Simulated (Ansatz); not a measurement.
Input for Ansatz (development build ahead of 0.2.0):

```yaml
crystal:
  periodic: [false, false, false]
  atoms:
    - { symbol: Fe, position_ang: [0.0, 0.0, 0.0] }
    - { symbol: S, position_ang: [0.0, 0.0, 2.02] }
basis:
  gaussian: { orbitals: def2-SVP }
magnetization:
  initial_magnetization: 4
hamiltonian:
  xc: pbe0
output:
  forces: true
```

The input is written out in the form of the current development build from the run's settings.

Output:

```json
{"Converged": "yes", "Total energy": "-1661.20777 hartree", "Spin squared of the determinant": "6.000", "Stability test": "minimum among restricted orbitals"}
```

Forces (eV/Å):
```tsv
atom	Fx	Fy	Fz
Fe1	0.000	0.000	0.344
S2	0.000	0.000	-0.344
```

Caution: other spin multiplicities were not run.
